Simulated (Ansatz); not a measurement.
Cost and result for the atomization energy of `C1=N[SiH2]C1` (9 atoms, 9 bonds).

```csv
atom,x (Å),y (Å),z (Å)
C1,-0.761,-0.813,0.408
N2,0.261,-0.926,1.175
Si3,1.055,0.378,0.253
C4,-0.596,0.257,-0.656
H5,-1.657,-1.436,0.524
H6,2.285,-0.027,-0.477
H7,1.334,1.614,1.029
H8,-0.612,-0.126,-1.679
H9,-1.309,1.080,-0.576
```

The species carries charge 0 and has multiplicity 1. The structure was optimised at the PBE0-D4/def2-TZVP level. Program: Ansatz. All runs use 2 threads of an Arm Neoverse V1 on a shared host. Times are those of one run each, without the atoms' runs, and a repeat can differ threefold. Electronic energies, without spin–orbit coupling; frozen cores. CCSD(T)/CBS adds CCSD(T) − MP2 in def2-TZVPP to the MP2 limit, and its time is that of the two runs behind it. T1 = 0.012. HSE06 is the plane-wave form, built on full-range PBE exchange.

CCSD(T)/CBS is a level of theory with its own doubt, some kJ/mol a heavy atom from the limit and from the frozen cores, so smaller differences don't rank the functionals.

```json
{"level": "LDA (SPW92)/def2-TZVPP", "functions": "205", "wall time": "1.4 s"}
{"level": "CCSD(T)/def2-SVP", "functions": "85", "wall time": "2.7 s"}
{"level": "PBE0-D4/def2-TZVPP", "functions": "205", "wall time": "3 s"}
{"level": "HSE06-D4/def2-TZVPP", "functions": "205", "wall time": "3.2 s"}
{"level": "r2SCANh-D4/def2-TZVPP", "functions": "205", "wall time": "5.5 s"}
{"level": "r2SCAN-D4/def2-TZVPP (with forces)", "functions": "205", "wall time": "6 s"}
{"level": "B2PLYP/def2-TZVPP", "functions": "205", "wall time": "6 s"}
{"level": "PBE-QIDH/def2-TZVPP", "functions": "205", "wall time": "6 s"}
{"level": "ωB97X-V/def2-TZVPP", "functions": "205", "wall time": "9 s"}
{"level": "B97M-V/def2-TZVPP", "functions": "205", "wall time": "11 s"}
{"level": "MP2/def2-QZVPP", "functions": "391", "wall time": "22 s"}
{"level": "CCSD(T)/def2-TZVPP", "functions": "205", "wall time": "66 s"}
{"level": "CCSD(T)/CBS(def2)", "functions": "–", "wall time": "88 s"}
```

Question: What atomization energy does each give, and how far from CCSD(T)/CBS? (An estimate is asked.)

Answer: Ansatz gave: 
```
                             level  atomization (kcal/mol)  difference from CCSD(T)/CBS  per bond
            LDA (SPW92)/def2-TZVPP                   933.5                        119.2      13.2
                  CCSD(T)/def2-SVP                   764.8                        -49.5      -5.5
                PBE0-D4/def2-TZVPP                   819.1                          4.8       0.5
               HSE06-D4/def2-TZVPP                   819.7                          5.4       0.6
             r2SCANh-D4/def2-TZVPP                   809.7                         -4.6      -0.5
r2SCAN-D4/def2-TZVPP (with forces)                   815.0                          0.7       0.1
                 B2PLYP/def2-TZVPP                   807.4                         -6.9      -0.8
               PBE-QIDH/def2-TZVPP                   810.9                         -3.4      -0.4
                ωB97X-V/def2-TZVPP                   820.5                          6.2       0.7
                 B97M-V/def2-TZVPP                   818.1                          3.8       0.4
                    MP2/def2-QZVPP                   817.7                          3.4       0.4
                CCSD(T)/def2-TZVPP                   791.2                        -23.1      -2.6
                 CCSD(T)/CBS(def2)                   814.3                          0.0       0.0
```

The D4 term adds +6.6 kcal/mol with B3LYP and +3.4 kcal/mol with PBE0; it sums over pairs of atoms, weighted by their polarisabilities, and B3LYP, whose exchange is more repulsive, gets the larger term. In def2-TZVPP, CCSD(T) changes the Hartree–Fock value by +211.6 kcal/mol (the triples alone add +13.9 kcal/mol) and MP2 by +224.4 kcal/mol; breaking electron pairs costs correlation energy, which Hartree–Fock lacks. From r2SCAN to r2SCAN0 (25 % exact exchange), in def2-TZVPP and without D4, the atomization energy moves by −12.8 kcal/mol: exact exchange takes away binding that semilocal exchange gives to molecules.

B3LYP here is the variant with VWN-RPA as its local correlation; programs differ in this.
